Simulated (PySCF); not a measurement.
C9H10S.
Atom-mapped SMILES: `[CH2:1]=[C:2]([CH3:3])[c:4]1[cH:5][cH:6][cH:7][c:8]([SH:9])[cH:10]1` (hydrogens: H11, H12 on C1; H13, H14, H15 on C3; H16 on C5; H17 on C6; H18 on C7; H19 on S9; H20 on C10)

The same species was optimised twice, with GFN2-xTB and with PBE0-D3(BJ)/def2-SVP (PySCF), and the same property calculations (PySCF, gas phase) were run on both structures.

```
     coordinate  GFN2-xTB  PBE0-D3(BJ)/def2-SVP  change
      C1=C2 (Å)     1.329                 1.342  +0.013
      C7–C8 (Å)     1.389                 1.401  +0.012
      C2–C4 (Å)     1.474                 1.485  +0.011
     C8–C10 (Å)     1.385                 1.396  +0.011
     C4–C10 (Å)     1.393                 1.403  +0.010
      C5–C6 (Å)     1.384                 1.393  +0.009
      C4–C5 (Å)     1.394                 1.402  +0.008
      C6–C7 (Å)     1.382                 1.390  +0.008
      C8–S9 (Å)     1.771                 1.767  -0.004
      C2–C3 (Å)     1.501                 1.502  +0.001
  S9–C8–C10 (°)     121.4                 122.9    +1.5
  C7–C8–C10 (°)     120.4                 119.5    -0.9
  C4–C10–C8 (°)     120.5                 121.3    +0.8
  C2–C4–C10 (°)     120.0                 120.6    +0.6
   C7–C8–S9 (°)     118.2                 117.6    -0.6
   C3–C2–C4 (°)     116.9                 117.4    +0.5
   C1–C2–C3 (°)     121.6                 121.0    -0.6
  C5–C4–C10 (°)     118.6                 118.3    -0.3
C1–C2–C4–C5 (°)       142                   150      +8
```

Rotational constants: A = 2188, B = 707.2, C = 555.1 MHz (GFN2-xTB) against A = 2196, B = 696.7, C = 542.7 MHz (PBE0-D3(BJ)/def2-SVP). Point groups within 0.08 Å: C1 and C1.

On the GFN2-xTB structure: HOMO (eV) -6.35 [PBE0/pcSseg-1]; LUMO (eV) -0.88 [PBE0/pcSseg-1]; dipole (D) 1.45 [PBE0/pcSseg-1]; GIAO shielding of C1 (ppm) 66.9 [PBE0/pcSseg-1]; GIAO shielding of C2 (ppm) 32.9 [PBE0/pcSseg-1]; GIAO shielding of C3 (ppm) 162.2 [PBE0/pcSseg-1]; GIAO shielding of C4 (ppm) 37.0 [PBE0/pcSseg-1]; GIAO shielding of C5 (ppm) 61.5 [PBE0/pcSseg-1]; GIAO shielding of C6 (ppm) 52.8 [PBE0/pcSseg-1]; GIAO shielding of C7 (ppm) 58.0 [PBE0/pcSseg-1]; GIAO shielding of C8 (ppm) 43.8 [PBE0/pcSseg-1].

Question: What do these properties become on the PBE0-D3(BJ)/def2-SVP structure?

Answer: 
| property | level | on GFN2-xTB | on PBE0-D3(BJ)/def2-SVP | change |
| --- | --- | --- | --- | --- |
| HOMO (eV) | PBE0/pcSseg-1 | -6.35 | -6.35 | 0.00 |
| LUMO (eV) | PBE0/pcSseg-1 | -0.88 | -1.02 | -0.14 |
| dipole (D) | PBE0/pcSseg-1 | 1.45 | 1.37 | -0.08 |
| energy, GFN2-xTB geometry as zero (kcal/mol) | PBE0/pcSseg-1 | 0.0 | -0.6 | -0.6 |
| GIAO shielding of C1 (ppm) | PBE0/pcSseg-1 | 66.9 | 64.0 | -2.9 |
| GIAO shielding of C2 (ppm) | PBE0/pcSseg-1 | 32.9 | 32.2 | -0.7 |
| GIAO shielding of C3 (ppm) | PBE0/pcSseg-1 | 162.2 | 160.8 | -1.4 |
| GIAO shielding of C4 (ppm) | PBE0/pcSseg-1 | 37.0 | 37.1 | +0.1 |
| GIAO shielding of C5 (ppm) | PBE0/pcSseg-1 | 61.5 | 59.1 | -2.4 |
| GIAO shielding of C6 (ppm) | PBE0/pcSseg-1 | 52.8 | 50.4 | -2.4 |
| GIAO shielding of C7 (ppm) | PBE0/pcSseg-1 | 58.0 | 54.7 | -3.3 |
| GIAO shielding of C8 (ppm) | PBE0/pcSseg-1 | 43.8 | 42.0 | -1.8 |

The heavy atoms differ by 0.069 Å rms after alignment. Among bonds between heavy atoms C1=C2 and C7–C8 change most and about equally (+0.012 to +0.013 Å). Changes are differences of the printed values. Neither structure is proved a minimum here.

Conformer computed: `[CH2:1]=[C:2]([CH3:3])[c:4]1[cH:5][cH:6][cH:7][c:8]([SH:9])[cH:10]1`: C1–C2–C4–C5 150°, H–S9–C8–C7 -179°.
